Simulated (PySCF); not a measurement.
Species: 4-bromoaniline, C₆H₆BrN.
Atom-mapped SMILES: `[NH2:1][c:2]1[cH:3][cH:4][c:5]([Br:6])[cH:7][cH:8]1` (hydrogens: H9, H10 on N1; H11 on C3; H12 on C4; H13 on C7; H14 on C8)

Computed by this run: PySCF, PBE0-D3(BJ)/def2-SVP geometry optimisation, gas phase; density fitting, grid level 2; the optimiser is geomeTRIC in internal coordinates, started from a GFN2-xTB structure.

Step 0: E = -77825.2189 eV
```
atom  x, y, z in Å  |  force x, y, z in eV/Å
N1     -2.3300    0.2488    0.1346    0.088  -0.050   0.081
C2     -0.9661    0.1103    0.0401   -0.443  -0.004   0.133
C3     -0.4041   -1.0629   -0.4700   -0.025   0.104   0.007
C4      0.9644   -1.2348   -0.5011    0.058   0.063   0.009
C5      1.7866   -0.2297   -0.0213    0.893  -0.113  -0.011
Br6     3.6808   -0.4617   -0.0653   -0.284   0.033   0.008
C7      1.2549    0.9424    0.4886    0.044  -0.060  -0.047
C8     -0.1142    1.1097    0.5171   -0.045  -0.072  -0.071
H9     -2.8941   -0.3561   -0.4384   -0.158  -0.049  -0.113
H10    -2.6895    1.1801    0.2602   -0.134   0.153  -0.022
H11    -1.0522   -1.8431   -0.8417   -0.271  -0.364  -0.157
H12     1.3914   -2.1434   -0.8974    0.177  -0.372  -0.163
H13     1.9072    1.7184    0.8586    0.272   0.324   0.152
H14    -0.5357    2.0216    0.9139   -0.171   0.407   0.194
```

**Question.** Estimate the geometry and energy of step 1. (The exact step hangs on the optimiser's Hessian estimate; all steps are aligned on step 0, rigid shifts and turns removed.)

**Answer.** E = -77825.2521 eV, largest force 0.138 eV/Å
```
atom  x, y, z in Å  |  force x, y, z in eV/Å
N1     -2.3473    0.2502    0.1369   -0.052   0.004   0.009
C2     -0.9807    0.1046    0.0562    0.019   0.013  -0.035
C3     -0.4050   -1.0684   -0.4610   -0.075  -0.066  -0.012
C4      0.9730   -1.2366   -0.5000    0.068  -0.053  -0.025
C5      1.8135   -0.2319   -0.0240   -0.137   0.017  -0.004
Br6     3.6828   -0.4551   -0.0826    0.111  -0.014   0.001
C7      1.2638    0.9413    0.4898    0.077   0.039   0.017
C8     -0.1147    1.1062    0.5273   -0.057   0.068   0.049
H9     -2.9110   -0.3407   -0.4594    0.027   0.012   0.010
H10    -2.7071    1.1899    0.2369    0.024  -0.020  -0.005
H11    -1.0535   -1.8669   -0.8346    0.025   0.026   0.010
H12     1.3997   -2.1568   -0.9061   -0.021   0.029   0.012
H13     1.9189    1.7329    0.8615   -0.028  -0.024  -0.012
H14    -0.5331    2.0308    0.9368    0.018  -0.030  -0.015
```

The energy changes by -0.0332 eV. The first-order estimate −F·Δx gives -0.0715 eV and the mean of the old and new forces, exact on a quadratic surface, -0.0332 eV. The step makes an angle of 51° with the force vector and moves no atom by more than 0.031 Å.

What follows is the cost of the whole optimisation. The run took 65 s on one thread, Arm Neoverse V1 (aarch64), shared host, and the process peaked at 0.84 GiB of memory.
